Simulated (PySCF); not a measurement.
# CH9NPSi2: g tensor and hyperfine couplings

Compound: CH9NPSi2 (doublet state).
Geometry (GFN2-xTB, Å), atoms numbered from 1 in this order:
```
atom  x, y, z in Å
C1    -1.588   -1.287    0.197
N2    -0.653   -0.302    0.365
Si3   -1.270    1.305    0.724
Si4    1.013   -0.790    0.179
P5     2.388    0.928    0.559
H6    -2.628   -1.044    0.250
H7    -1.269   -2.289    0.003
H8    -0.107    2.177    0.831
H9    -2.158    1.683   -0.382
H10   -2.043    1.211    1.966
H11    1.315   -1.825    1.182
H12    1.157   -1.388   -1.161
H13    2.332    1.441   -0.724
H14    3.511    0.179    0.267
```

The hyperfine couplings belong to this conformer and change with its torsions.

The species is `[CH2]N([SiH3])[SiH2]P` [radical].

Theory: UKS B3LYP, pcH-1 on C H N P Si, non-relativistic, mean-field spin-orbit, GIAO (PySCF 2.14.0). Geometry: GFN2-xTB, one conformer, isolated molecule. A GFN2-xTB geometry isn't a minimum of the functional, and hyperfine couplings can be far from their values at a DFT geometry. Stability of the SCF solution: not tested.

* g1, g2, g3: 2.00214, 2.00295, 2.00341
* g_iso: 2.00284
* Form of g: rhombic: the two nearest values differ by 36 % of g3 − g1
* ⟨S²⟩: 0.7531 (exact 0.7500)
* α and β electrons: 33, 32
* Total energy: -1018.62476 Eh
* Basis functions: 245

Hyperfine couplings atom by atom, in MHz; T1 to T3 are the principal values of the dipolar part:

| atom | isotope | a_iso | of which spin–orbit | T1 | T2 | T3 | Mulliken spin population |
| --- | --- | --- | --- | --- | --- | --- | --- |
| C1 | 13C | 70.4 | -0.1 | -70.4 | -69.4 | 139.8 | 0.90 |
| N2 | 14N | 1.5 | 0.0 | -8.6 | -7.9 | 16.5 | 0.11 |
| Si3 | 29Si | 4.3 | 0.0 | -2.8 | 0.9 | 1.8 | 0.02 |
| Si4 | 29Si | 4.0 | 0.0 | -3.2 | 1.1 | 2.1 | 0.02 |
| P5 | 31P | 1.1 | 0.0 | -1.3 | -0.1 | 1.5 | 0.00 |
| H6 | 1H | -57.3 | 0.0 | -34.5 | 1.4 | 33.2 | -0.04 |
| H7 | 1H | -57.4 | 0.0 | -34.5 | 1.3 | 33.2 | -0.04 |
| H8 | 1H | -3.5 | 0.0 | -2.4 | -1.4 | 3.8 | 0.00 |
| H9 | 1H | 9.2 | 0.0 | -2.5 | -1.9 | 4.4 | 0.01 |
| H10 | 1H | 10.3 | 0.0 | -2.5 | -1.9 | 4.5 | 0.01 |
| H11 | 1H | 9.5 | 0.0 | -2.4 | -1.9 | 4.3 | 0.01 |
| H12 | 1H | 8.7 | 0.0 | -2.6 | -1.9 | 4.6 | 0.01 |
| H13 | 1H | 4.3 | 0.0 | -0.9 | -0.8 | 1.8 | 0.00 |
| H14 | 1H | -0.5 | 0.0 | -0.6 | -0.6 | 1.2 | 0.00 |

The largest Mulliken spin populations are on C1 (+0.90) and N2 (+0.11). No atom but C1 exceeds +0.15. The angles at C1 add up to 360.0°, so it is planar; its axial dipolar tensor and the negative couplings of its protons fit spin in a p orbital normal to that plane.

Axes: g2 points within 2° of the C1–N2 bond.

Under fast tumbling the dipolar parts average out, and these isotropic splittings remain (the largest six): 1 × 1H (H7, I = 1/2, 2 lines) with 2.05 mT, 1 × 1H (H6, I = 1/2, 2 lines) with 2.05 mT, 2 × 1H (H11/H12, I = 1/2, 3 lines) with 0.32 mT, 3 × 1H (H8/H9/H10, I = 1/2, 4 lines) with 0.19 mT, 2 × 1H (H13/H14, I = 1/2, 3 lines) with 0.07 mT and 1 × 14N (N2, I = 1, 3 lines) with 0.05 mT.

Means are taken over nuclei equivalent by connectivity, which assumes that they swap fast. H6 and H7 aren't averaged: C1 is flat or nearly so (angle sum 360°), and its turn about the short C1–N2 bond (1.37 Å) is taken as slow. The three 1H nuclei of mean +5.3 MHz run from -3.5 to 10.3 MHz in the frozen geometry.

The 13C coupling of C1 (70.4 MHz) shows only in satellite lines or after enrichment, since that isotope makes up about 1.07 % of natural carbon.

Examples of negative spin density at the nucleus (bohr⁻³): H7 (-0.0128), H6 (-0.0128) and Si3 (-0.0048).
